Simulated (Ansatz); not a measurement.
Relaxation of Cl2H3InO (7 atoms, charge 0, multiplicity 1), to a largest force component of 0.03 eV/Å in at most 50 steps.

Theory: Ansatz, RKS PBE/def2-SVP.

```xyz
7
Properties=species:S:1:pos:R:3
In 0.192 0.611 -0.540
O 0.040 0.094 2.590
H -0.908 -0.005 2.801
Cl 2.070 -0.327 -1.605
Cl -1.889 -0.243 -1.264
H 0.264 1.922 0.633
H 0.098 1.032 2.269
```

Where does it end, and by what steps?

The forces met the threshold. After 13 steps the energy has fallen by 0.645 eV; H3 moved furthest, 1.06 Å. Joined: In1–O2 (3.18 → 2.38 Å).

```csv
step,energy less start (eV),largest force component (eV/Å),accepted
0,0.0000,0.638,yes
1,-0.0997,1.881,yes
2,-0.2191,2.284,yes
3,-0.3436,1.220,yes
4,-0.4615,0.610,yes
5,-0.5284,0.568,yes
6,-0.5570,0.187,yes
7,-0.5697,0.132,yes
8,-0.6040,0.433,yes
9,-0.6282,0.744,yes
10,-0.6395,0.278,yes
11,-0.6376,0.117,no
12,-0.6450,0.062,yes
13,-0.6453,0.028,yes
```

```xyz
7
Properties=species:S:1:pos:R:3
In 0.268 0.851 -0.208
O 0.077 0.061 2.024
H -0.793 -0.365 1.814
Cl 1.983 -0.528 -1.076
Cl -1.889 -0.251 -0.296
H 0.357 2.565 -0.056
H -0.137 0.752 2.682
```

Whether the end is a true minimum wasn't checked by a vibrational analysis.

Run time: 24 s on 2 threads of Arm Neoverse V1, with other jobs on the host, peak memory 0.13 GiB.
